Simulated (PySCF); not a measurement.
# Relaxation of doublet AsH₃⁺

These are results of PySCF, UPBE0, basis As def2-TZVP, H def2-TZVP (no relativity, density fitting), not measurements. A (50,194) grid was used.

A start displaced from a saddle point along its imaginary mode, of C3v symmetry, held to at least that symmetry:

Coordinates in bohr (charge 1 multiplicity 2):
```
As    0.0000    0.0000    0.0092
H     2.8085    0.0000   -0.2268
H    -1.4043    2.4322   -0.2268
H    -1.4043   -2.4322   -0.2268
```

What does it relax to?

It ends at C3v with As–H 1.497 Å (×3); H–As–H 112.5° (×3). A frequency run shows a minimum.

How much energy is released, and in how many steps?

11.7 kJ/mol in 5 steps.

The relaxation took 5.5 s on 2 threads of a shared Arm Neoverse V2 host, with 66 basis functions and 6 gradients; the process peaked at 0.83 GiB. Launch command: `OMP_NUM_THREADS=2 python axn.py task.json out`.
